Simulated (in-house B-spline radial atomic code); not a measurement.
The numbers below are computed, except where a source is named.
## Stopping and range of 80 keV In in InSb

The pair potential comes from two frozen, spherical free-atom densities (PBE, B-spline radial code, scalar-relativistic past argon): electrostatics plus the change in Thomas-Fermi kinetic and Dirac exchange energy where they overlap, the recipe behind the universal ZBL potential, which averages such potentials (from solid-state densities) over many pairs. It is written V = (Z1 Z2 e²/r) φ(r/a), with e² = 14.3996 eV·Å and a = 0.46850 Å/(Z1^0.23 + Z2^0.23); ZBL's fit is φ = 0.18175 e^(−3.1998x) + 0.50986 e^(−0.94229x) + 0.28022 e^(−0.4029x) + 0.02817 e^(−0.20162x). Where φ falls below 4e-4 it is continued as an exponential.

The target is taken as amorphous, with density 5.77 g/cm³ (NSM archive of the Ioffe Institute); channelling is ignored. Masses: In 114.82, In 114.82, Sb 121.76 u. Nuclear stopping is S_n = 4π a Z1 Z2 e² M1/(M1 + M2) × s_n(ε), with s_n integrated over impact parameters for each pair. Electronic stopping is Lindhard and Scharff's S_e = Z1^(1/6) 8π e² a0 Z1 Z2/(Z1^(2/3) + Z2^(2/3))^(3/2) × v/v0, with a0 = 0.529177 Å and v = v0 at 24.801 keV/u; it misses the oscillations with Z1 seen in experiment, which reach tens of per cent. Compounds add by atom fraction.

| target atom | a (Å) | ε at this energy | s_n, this pair | s_n, ZBL potential |
| --- | --- | --- | --- | --- |
| In | 0.09570 | 0.1107 | 0.3229 | 0.3226 |
| Sb | 0.09526 | 0.109 | 0.322 | 0.3219 |

(1) What are the atom density and the stopping powers at entry?

Along the track:

```tsv
E (keV)	N S_n (eV/nm)	N S_e (eV/nm)
4	793	70.6
12	1220	122
24	1520	173
40	1730	223
60	1880	273
80	1970	316
```

(2) Estimate the path length and the projected range.

Results:

(1) N = 5.77 × 0.602214/118.29 = 0.02938 atoms/Å³. For In: S_n = 20790 × 0.3229 = 6714 eV·Å², S_e = 3.7610 × √80000 = 1064 eV·Å². For Sb: S_n = 20910 × 0.322 = 6731 eV·Å², S_e = 3.8364 × √80000 = 1085 eV·Å². Averaged over the target's atoms (half each) and times N × 10 Å/nm, the ion loses N S_n = 1970 eV/nm to recoils and N S_e = 316 eV/nm to electrons; the nuclear share is 86 %.

(2) With continuous slowing down the path is the integral of dE/(N (S_n + S_e)). Trapezoids over the table give 43.2 nm, and the stretch below the first row, with stopping taken as √E, adds 2E/(N S) = 9.3 nm: 52.4 nm in all, against 51.6 nm on a fine grid from 5 eV. Deflections shorten the depth: to first order in the energy passed on, N (S_n + S_e) dR_p/dE = 1 − N S_n (M2/M1) R_p/(2E), summed over the target's atoms, and integrating this on the fine grid gives R_p = 29.5 nm, 0.57 of the path. Lindhard's rule of thumb R/(1 + M2/3M1), with mean M2/M1 = 1.03, gives 38.4 nm. On the ZBL potential the same equation gives 29.7 nm, and the full integral equation, which keeps hard collisions, 31.3 nm.
